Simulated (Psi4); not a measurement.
F4Se, triplet, at a GFN2-xTB geometry (a higher spin typed on purpose: for a closed-shell molecule this is an excited state); PBE0/6-31G** (Psi4).

Input for Psi4:
```
memory 2 GB

molecule mol {
0 3
Se    0.000000   -0.000000    0.000000
F     1.112814    1.521769   -0.007870
F     1.521789   -1.112795    0.006445
F    -1.112814   -1.521769    0.007870
F    -1.521789    1.112795   -0.006445
}

set {
  basis 6-31g**
  reference uks
}

energy('pbe0')
print_variables()
```

Q: What does Psi4 print? Leave out banner, timings and long lists.

A: 
```
   => Loading Basis Set <=

    Name: 6-31G**
    Role: ORBITAL
    Keyword: BASIS

         ---------------------------------------------------------
                                   SCF
               by Justin Turney, Rob Parrish, Andy Simmonett
                          and Daniel G. A. Smith
                              UKS Reference
         ---------------------------------------------------------

  ==> Geometry <==

    Molecular point group: c2h
    Full point group: C2h

    Geometry (in Angstrom), charge = 0, multiplicity = 3:

       Center              X                  Y                   Z               Mass
    ------------   -----------------  -----------------  -----------------  -----------------
         SE           0.000000000000     0.000000000000     0.000000000000    79.916521800000
         F            1.521789314643    -1.112814048571     0.000000000000    18.998403162730
         F           -1.112813572838    -1.521789066421     0.000000000000    18.998403162730
         F           -1.521789314643     1.112814048571     0.000000000000    18.998403162730
         F            1.112813572838     1.521789066421     0.000000000000    18.998403162730

  Running in c2h symmetry.

  Rotational constants: A =      0.12483  B =      0.12483  C =      0.06241 [cm^-1]
  Rotational constants: A =   3742.21506  B =   3742.21293  C =   1871.10700 [MHz]
  Nuclear repulsion =  430.610678003664134

  Charge       = 0
  Multiplicity = 3
  Electrons    = 70
  Nalpha       = 36
  Nbeta        = 34

  ==> Algorithm <==

  SCF Algorithm Type is DF.
  DIIS enabled.
  MOM disabled.
  Fractional occupation disabled.
  Guess Type is SAD.
  Energy threshold   = 1.00e-06
  Density threshold  = 1.00e-06
  Integral threshold = 1.00e-12

  ==> Primary Basis <==

  Basis Set: 6-31G**
    Blend: 6-31G**
    Number of shells: 36
    Number of basis functions: 95
    Number of Cartesian functions: 95
    Spherical Harmonics?: false
    Max angular momentum: 2

  ==> DFT Potential <==

   => LibXC <=

    Version 7.1.2
    S. Lehtola, C. Steigemann, M. J. T. Oliveira, and M. A. L. Marques,  SoftwareX 7, 1–5 (2018) (10.1016/j.softx.2017.11.002)

   => Composite Functional: PBE0 <=

    PBE0 Hyb-GGA Exchange-Correlation Functional

    C. Adamo and V. Barone,  J. Chem. Phys. 110, 6158 (1999) (10.1063/1.478522)
    M. Ernzerhof and G. E. Scuseria,  J. Chem. Phys. 110, 5029 (1999) (10.1063/1.478401)

    Deriv               =              1
[...]
   @S^2 Expected:                2.000000000E+00
   @S^2 Observed:                2.012863110E+00
   @S   Expected:                1.000000000E+00
   @S   Observed:                1.000000000E+00

    Orbital Energies [Eh]
    ---------------------

    Alpha Occupied:

[...]
    Alpha Virtual:

[...]
    Beta Occupied:

[...]
      14Ag    -0.415204

    Beta Virtual:

[...]
      39Ag    89.941123

    Final Occupation by Irrep:
             Ag    Bg    Au    Bu
    DOCC [    14,    4,    4,   12 ]
    SOCC [     1,    0,    1,    0 ]
    NA   [    15,    4,    5,   12 ]
    NB   [    14,    4,    4,   12 ]

  @DF-UKS Final Energy: -2799.64050008470394

   => Energetics <=

    Nuclear Repulsion Energy =            430.6106780036641339
    One-Electron Energy =               -4754.9081280821337714
    Two-Electron Energy =                1621.4822611732165569
    DFT Exchange-Correlation Energy =     -96.8253111794512051
    Empirical Dispersion Energy =           0.0000000000000000
    VV10 Nonlocal Energy =                  0.0000000000000000
    Total Energy =                      -2799.6405000847039446

  UHF NO Occupations:
  HONO-2 :   12 Bu 1.9977023
  HONO-1 :   15 Ag 1.0000000
  HONO-0 :    5 Au 1.0000000
  LUNO+0 :   13 Bu 0.0022977
  LUNO+1 :   14 Bu 0.0022976
  LUNO+2 :   16 Ag 0.0008284
  LUNO+3 :   17 Ag 0.0003528

Computation Completed

Properties will be evaluated at   0.000000,   0.000000,   0.000000 [a0]

Properties computed using the SCF density matrix

 Multipole Moments:

 ------------------------------------------------------------------------------------
     Multipole            Electronic (a.u.)      Nuclear  (a.u.)        Total (a.u.)
 ------------------------------------------------------------------------------------

 L = 1.  Multiply by 2.5417464519 to convert [e a0] to [Debye]
 Dipole X            :          0.0000000            0.0000000            0.0000000
 Dipole Y            :          0.0000000            0.0000000            0.0000000
 Dipole Z            :          0.0000000            0.0000000            0.0000000
 Magnitude           :                                                    0.0000000

 ------------------------------------------------------------------------------------

  Variable Map:
  ----------------------------------------------------------------------------
[...]
  Array Variable Map:
  ----------------------------------------------------------------------------
[...]
[...]
```
